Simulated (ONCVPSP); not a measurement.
Cutoff test, Cs (Z = 55), ONCV

* Element: Cs
* Generator: ONCVPSP 4.0.1
* Type: optimised norm-conserving Vanderbilt (ONCV)
* Functional: PBEsol
* Relativity: scalar-relativistic
* Frozen core: [Kr] 4d10
* Valence charge: 9
* Reference configuration: 5s2 5p6 6s1
* Partial waves: 5s+6s: rc 2.85 bohr, ncon 4, nbas 9, qcut 4.1 1/bohr, 3 projectors, debl 1.5 Ha; 5p: rc 3.40 bohr, ncon 5, nbas 9, qcut 4.4 1/bohr, 3 projectors, debl 3.8 Ha; d scattering state at 0.1 Ha: rc 3.05 bohr, ncon 4, nbas 9, qcut 2.7 1/bohr, 2 projectors, debl 2 Ha
* Local potential: polynomial inside 2.85 bohr (lpopt 5, dvloc0 4 Ha)
* Core correction: Teter function, fcfact 4, rcfact 1.45

In the d channel the program set the typed energies aside and used 0.050, 2.050 Ha.

Q: For each optimised wave give the share of its norm inside rc, the residual kinetic energy above qcut (Ha) and the cutoffs (Ha) for errors of 10, 1, 0.1 and 0.01 mHa per electron.

A:

```
         wave  norm inside rc  residual KE  10 mHa  1 mHa  0.1 mHa  0.01 mHa
           5s           0.954      3.1e-06     3.1    5.3      6.7       7.8
           6s           0.049      2.7e-06     1.2    4.5      6.3       7.7
s projector 3           0.164      1.5e-04     5.0    7.0      9.3      19.3
           5p           0.943      1.8e-07     2.9    3.8      4.9       6.7
p projector 2           0.204      5.0e-05     6.0    7.2      9.0      20.0
p projector 3           0.124      3.7e-02    13.0   32.2     36.9      39.8
d projector 1           0.514      1.8e-03     2.7    4.2     19.8      32.6
d projector 2           0.183      7.1e-02     4.4    8.2     23.0      39.3
```

The occupied waves need 5.3 Ha and 6.7 Ha for 1 and 0.1 mHa. The cutoffs count occupied waves only; projector 3 of the p channel, the hardest unoccupied one, needs 32 Ha at the loose tolerance. Note: ghosts flagged at negative energy: p at -60.9 eV; GHOST(+) flagged for p at 94.8 eV, p at 527.9 eV. A true bound ghost makes a file unfit for plane-wave use. 1 of 4 tests not solved or not reliable.
